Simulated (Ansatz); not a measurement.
```xyz
8

B     0.885    1.426   -0.694
O     0.125    0.520   -0.078
Al   -0.849   -0.601    0.715
O    -0.653   -2.251    0.435
H     1.919    1.779   -0.187
H     0.530    1.880   -1.752
H    -1.944   -0.114    1.719
H    -0.013   -2.639   -0.159
```

Total charge 0; spin multiplicity 1.

(1) List the CAM-B3LYP/def2-TZVPP orbital energies in eV (Ansatz 0.2.0). (Estimate.)

Results:

(1) The calculation gave: Occupied: -1526.69, -522.64, -522.28, -186.14, -114.73, -75.46, -75.32, -75.26, -29.41, -28.91, -17.23, -15.83, -13.52, -13.29, -12.57, -11.47, -11.10, -10.99, -9.46. Lowest empty: 0.52, 0.59, 0.73, 2.02, 2.78, 3.23, 3.76, 3.88.
